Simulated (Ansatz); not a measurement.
Mulliken charges of C₃H₃ClO₂Zn, SMILES `[Cl][Zn-]1[O]C=CC=[O+]1` from B3LYP/def2-TZVPP in Ansatz (PBE0-D4/def2-TZVP geometry).

```tsv
atom	x (Å)	y (Å)	z (Å)	charge (e)
Cl1	1.854	-3.226	1.589	-0.363
Zn2	0.886	-1.540	0.758	0.608
O3	-0.291	-1.350	-0.767	-0.402
C4	-0.777	-0.234	-1.105	0.237
C5	-0.575	0.999	-0.492	-0.240
C6	0.223	1.196	0.631	0.237
O7	0.882	0.327	1.269	-0.402
H8	-1.431	-0.255	-1.986	0.105
H9	-1.072	1.862	-0.916	0.117
H10	0.300	2.220	1.018	0.105
```

Question: By hand: the dipole of these point charges (1 e Å = 4.8032 D).

Answer: Σ q r = (-0.609, 1.058, -0.521) e Å, of length 1.327 e Å = 6.37 D.

Question: How does the dipole of the full density compare? (Best estimate.)

Answer: Computed: (-0.492, 0.856, -0.422) e Å, 5.16 D; the point charges give 1.23 times that, at 0° from its direction.

Point charges leave out the atoms' own dipoles, such as those of lone pairs, and Mulliken's split depends on the basis, so the two needn't agree.

B3LYP here is the variant with VWN-RPA as its local correlation; programs differ in this.
